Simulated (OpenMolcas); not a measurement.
**Pr4+: ligand-field states by method**

Pr4+ with 6 ligands (oxide) in trigonal antiprismatic coordination (D3d) at 2.23 Å, a polar angle of 59.1° against the regular 54.74°. A charge of +1.33 e stands 3.2 Å behind each ligand. Ligand basis ANO-RCC-VDZP.
```
Pr    0.0000    0.0000    0.0000
O     0.0000    1.9138    1.1447
O    -1.6574   -0.9569    1.1447
O     1.6574   -0.9569    1.1447
O     0.0000   -1.9138   -1.1447
O     1.6574    0.9569   -1.1447
O    -1.6574    0.9569   -1.1447
```

```yaml
Program: OpenMolcas 26.06
Basis: ANO-RCC-VDZP [7s6p4d2f1g]
Scalar_Hamiltonian: DKH2, point nucleus
Active_space: 1 electron in 7 orbitals (4f)
State_averaging: 2S+1 = 2 odd, 7 roots
Spin-orbit_coupling: state interaction with AMFI integrals over the reference wave functions
```

I. CASSCF
II. SS-CASPT2, IPEA 0.25 Eh, imaginary shift 0.1 Eh (closed shells correlated: 5s 5p and the ligand valence shells)

Spin-free states (labels of D3, the rotations of D3d) in cm-1, each column counted from its own energy of the first state listed:

| State | Degeneracy | I | II |
| --- | --- | --- | --- |
| 2A2 | 1 | 0 | 0 |
| 2E | 2 | 857 | 860 |
| 2A1 | 1 | 1357 | 1560 |
| 2E | 2 | 2275 | 2400 |
| 2A2 | 1 | 2992 | 3350 |

From I to II, I's first state of the same spin (2E) moves from 857 to 860 cm-1, by about +1 cm-1.

With spin-orbit coupling the lowest J multiplet is 1480 (I), 1647 (II) cm-1 wide, a factor of 1.11 from I to II.

χT at 300 K: I 0.35, II 0.34 cm3 K/mol.

Roots that are degenerate in the reference are averaged as groups; the widest CASPT2 spread within a group is 13 cm-1 (the 2-fold group of multiplicity 2 near 2400 cm-1 above the lowest state of its run, II). Shifts and gaps below about the spread of the groups concerned are not significant. Over all roots computed the reference weight is 0.62 in II; a low but even weight reflects the number of correlated electrons. The oxide ions are held by bare point charges, a crude embedding. Splittings of an f shell from a small cluster at a set distance can be off by tens of per cent, mostly too small (holds for II). No measured value stands beside these numbers; the geometry is a model, was not optimised and need not be the one that this ion takes.
